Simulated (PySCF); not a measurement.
SMILES [SH][Mg][CH2]C (PBE0/def2-SVP optimised geometry):

```
10

Mg    -0.735     0.483     0.000
C      1.370     0.483     0.000
C      2.049    -0.466     0.991
H      1.706     1.521     0.183
H      1.706     0.255    -1.029
H      1.781    -1.521     0.812
H      1.775    -0.245     2.037
H      3.152    -0.412     0.940
S     -3.058     0.450     0.023
H     -3.152     1.498    -0.827
```

Method: PySCF with PBE0/def2-TZVP.

Task: What are the frontier orbital energies and the dipole moment?

Result: HOMO-2 -8.16 eV, HOMO-1 -6.89 eV, HOMO -6.71 eV, LUMO -1.00 eV, LUMO+1 -0.36 eV; dipole moment 1.94 D.

Meta-Löwdin charges at PBE0/def2-TZVP: Mg1 1.26, C2 -0.73, C3 -0.33, H4 0.10, H5 0.10, H6 0.10, H7 0.10, H8 0.10, S9 -0.80, H10 0.10.
